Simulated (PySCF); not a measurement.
WO2F, SMILES [F][W+](=[O])=[O], charge +1, multiplicity 1.

Coordinates come from a r2SCAN-D4/def2-TZVP optimisation. The spin state was assumed, not searched. The isomer is the one that the SMILES or the coordinates give; other isomers of the formula were not compared. The def2 effective core potentials stand for the cores of W; spin–orbit coupling is left out.

Method: ωB97X/def2-TZVPD (PySCF).

The molecule is in vacuum.

Computed frontier levels, gap, dipole moment and polarisability:
```json
{
 "highest_occupied_level": "-18.53 eV",
 "lowest_empty_level": "-9.10 eV",
 "orbital_gap": "9.42 eV",
 "dipole_moment_about_the_centre_of_nuclear_charge": "5.07 D",
 "mean_static_polarisability": "33.6 bohr³ (4.98 Å³)",
 "polarisability_principal_values": "23.6, 35.7, 41.6 bohr³"
}
```
